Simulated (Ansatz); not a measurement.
System: C₆H₁₄, charge 0, multiplicity 1. 
Coordinates optimised at B3LYP-D3(BJ)/def2-TZVP (Ansatz, a first-principles code):
```xyz
20

C      2.5388     0.0853    -0.5139
C      1.1010     0.4969    -0.8210
C      0.0332    -0.1998     0.0331
C      0.1805     0.1423     1.5166
C     -1.3673     0.1411    -0.4938
C     -2.5061    -0.6419     0.1547
H      2.8412     0.3744     0.4936
H      3.2360     0.5543    -1.2106
H      2.6624    -0.9974    -0.5997
H      0.9961     1.5813    -0.7011
H      0.8905     0.2870    -1.8741
H      0.1742    -1.2830    -0.0808
H      1.1646    -0.1313     1.8975
H     -0.5578    -0.3796     2.1258
H      0.0468     1.2165     1.6763
H     -1.3829    -0.0407    -1.5728
H     -1.5406     1.2156    -0.3649
H     -2.3419    -1.7188     0.0635
H     -2.6093    -0.4113     1.2159
H     -3.4600    -0.4109    -0.3231
```
Charge 0, spin multiplicity 1.

Quantity: atomisation energy (electronic, to ground-state atoms), in eV. Valence correlation only, unless marked. Open shells are spin-unrestricted. No spin-orbit coupling. Non-relativistic. The coupled-cluster limit lacks core correlation, which all-electron functionals hold. CBS marks a two-point X^-3 extrapolation of the correlation energy; Hartree-Fock from the larger set. The bracket is a focal-point correction in the basis named.

| level | program | atomisation energy (eV) |
|---|---|---|
| HF/aug-cc-pVQZ | Ansatz | 62.67 |
| HF/cc-pVQZ | Ansatz | 62.67 |

Predict the RI-MP2/CBS(aug-cc-pVTZ,aug-cc-pVQZ)+[CCSD(T)-MP2]/aug-cc-pVTZ result (Ansatz).

81.96 eV
